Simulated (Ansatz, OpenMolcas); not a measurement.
## Exact exchange and the HOMO–LUMO gap of CH4ClFOSi

CH4ClFOSi has 9 atoms, charge 0, and is taken as a singlet. SMILES: `C[Si](O)(F)Cl`. Geometry: relaxed at PBE0-D4/def2-TZVP. This is one conformer, not always the lowest.

The HOMO–LUMO gap y, in eV, basis def2-SVP; a is the functional's share of exact exchange. Programs: Ansatz 0.2.0, OpenMolcas 26.06.

```
functional     program     a  y (eV)
      BLYP  OpenMolcas     0    7.57
       PBE  OpenMolcas     0    7.81
     B3LYP  OpenMolcas   0.2       ?
      PBE0      Ansatz  0.25   10.38
     BHLYP  OpenMolcas   0.5   12.45
```

Problem. Fit y = c + s·a to the known rows and predict B3LYP.

Solution. 
1. Means of the 4 rows: a = 0.1875, y = 9.553.
2. Σ(Δa)² = 0.17188, Σ(Δa·Δy) = 1.6556, so the slope is 1.6556/0.17188 = 9.6323.
3. Intercept: 9.553 − (9.6323) × 0.1875 = 7.747. The largest residual of the fit is 0.23.
4. B3LYP: 7.747 + (9.6323) × 0.2 = 9.67 eV.

The run gave 9.63 eV, so the prediction is off by +0.04 eV, within the largest residual. Exact exchange lowers occupied levels and raises empty ones. The rows mix families of semi-local functionals, which the line can't see.
